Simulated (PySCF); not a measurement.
Zn(SeH)(SiH3) (H4SeSiZn), SMILES [SiH3][Zn][SeH].

Coordinates come from a B3LYP-D3(BJ)/def2-SVP optimisation. The structure was generated by enumeration; whether it is a known compound was not checked. Other conformers were not sampled.

Two levels are set side by side: TDDFT-PBE/def2-SVPD (PySCF) and TDDFT-ωB97X/def2-SVPD (PySCF). Vertical, same geometry. The lowest singlet is HOMO→LUMO 100 % with PBE and HOMO→LUMO 89 % with the other functional; states are paired by order. Differences are taken from unrounded values.

| quantity | TDDFT-ωB97X |
|---|---|
| lowest singlet excitation (eV) | 4.92 |
| lowest triplet excitation (TDA) (eV) | 4.79 |
| first bright state (f over 0.05) (eV) | 6.51 |
| its oscillator strength | 0.91 |

Q: What does TDDFT-PBE give, and how far is it from TDDFT-ωB97X? (An estimate is asked for; the answer gives what the named calculation found.)

A: 
```
quantity                               TDDFT-PBE  TDDFT-PBE minus TDDFT-ωB97X
-------------------------------------  ---------  ---------------------------
lowest singlet excitation (eV)              3.87                        -1.05
lowest triplet excitation (TDA) (eV)        3.79                        -1.00
first bright state (f over 0.05) (eV)       5.73                        -0.78
its oscillator strength                     0.53                        -0.38
```

A lower first singlet is the usual sign of a functional without exact exchange. Differences between two approximate levels are no errors against the true value.

Rough cost on one machine, each run with all the roots and properties that it gave: TDDFT-ωB97X against TDDFT-PBE about 6 times.
